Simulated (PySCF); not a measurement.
## `InChI=1S/C7H9Cl/c1-3-4-6-5(2)7(6)8/h3,6-7H,1-2,4H2/t6-,7-/m1/s1`

Molfile (atoms numbered from 1):
```
C7H9Cl
     RDKit          3D

 17 17  0  0  0  0  0  0  0  0999 V2000
    2.8218   -0.0124    0.5678 C   0  0  0  0  0  0  0  0  0  0  0  0
    1.9864    0.0315   -0.4521 C   0  0  0  0  0  0  0  0  0  0  0  0
    0.6748    0.7539   -0.4389 C   0  0  0  0  0  0  0  0  0  0  0  0
   -0.4745   -0.2252   -0.6105 C   0  0  2  0  0  0  0  0  0  0  0  0
   -1.7850    0.0205    0.0055 C   0  0  0  0  0  0  0  0  0  0  0  0
   -2.9181    0.6738    0.0263 C   0  0  0  0  0  0  0  0  0  0  0  0
   -0.9435   -1.0250    0.5890 C   0  0  1  0  0  0  0  0  0  0  0  0
   -1.3895   -2.7191    0.3692 Cl  0  0  0  0  0  0  0  0  0  0  0  0
    2.6145    0.4988    1.4938 H   0  0  0  0  0  0  0  0  0  0  0  0
    3.7513   -0.5534    0.5213 H   0  0  0  0  0  0  0  0  0  0  0  0
    2.2157   -0.4949   -1.3692 H   0  0  0  0  0  0  0  0  0  0  0  0
    0.5536    1.2980    0.4996 H   0  0  0  0  0  0  0  0  0  0  0  0
    0.6416    1.4744   -1.2614 H   0  0  0  0  0  0  0  0  0  0  0  0
   -0.4738   -0.7427   -1.5639 H   0  0  0  0  0  0  0  0  0  0  0  0
   -3.1286    1.4564   -0.6843 H   0  0  0  0  0  0  0  0  0  0  0  0
   -3.6866    0.4525    0.7489 H   0  0  0  0  0  0  0  0  0  0  0  0
   -0.4672   -0.8750    1.5489 H   0  0  0  0  0  0  0  0  0  0  0  0
  1  2  2  0
  2  3  1  0
  3  4  1  0
  4  5  1  0
  5  6  2  0
  5  7  1  0
  7  8  1  0
  7  4  1  0
  1  9  1  0
  1 10  1  0
  2 11  1  0
  3 12  1  0
  3 13  1  0
  4 14  1  6
  6 15  1  0
  6 16  1  0
  7 17  1  1
M  END
```

Level of theory: GIAO B3LYP/pcSseg-1 magnetisability, rotational g tensor and spin-rotation constants, non-relativistic, gas phase in PySCF. Geometry: GFN2-xTB.

Q: How diamagnetic is it, and how anisotropic?

A: Isotropic -1396 × 10⁻³⁰ J/T², or -84.1 × 10⁻⁶ cm³/mol; principal values -1651, -1296, -1243 × 10⁻³⁰ J/T², anisotropy 384 × 10⁻³⁰ J/T² (root of half the summed squared differences of the principal values). The susceptibility is in cgs units.

Q: Split it along the inertial axes a, b, c into diamagnetic and paramagnetic parts about the centre of mass, with the quadrupole moment.

A: 
```tsv
axis	χ (10⁻⁶ cm³/mol)	diamagnetic (10⁻⁶ cm³/mol)	paramagnetic (10⁻⁶ cm³/mol)	summed x² of all electrons (Å²)	quadrupole Θ (D Å)
a	-88.3	-646.0	557.7	251.1	-3.30
b	-83.4	-1192.1	1108.7	122.4	-0.24
c	-80.6	-1584.3	1503.7	29.9	+3.54
```
Anisotropies 2χaa − χbb − χcc = -12.6 and 2χbb − χaa − χcc = +2.1 × 10⁻⁶ cm³/mol. Θ is traceless in Buckingham's convention.

Q: And the rotational g tensor?

A: 
```csv
axis,rotational constant (GHz),g,nuclear part,electronic part
a,2.2297,-0.0090,0.5753,-0.5842
b,1.0996,-0.0079,0.5648,-0.5727
c,0.7967,-0.0076,0.5552,-0.5628
```
Asymmetric top; isotopes 12C, 35Cl, 1H; no vibrational averaging.
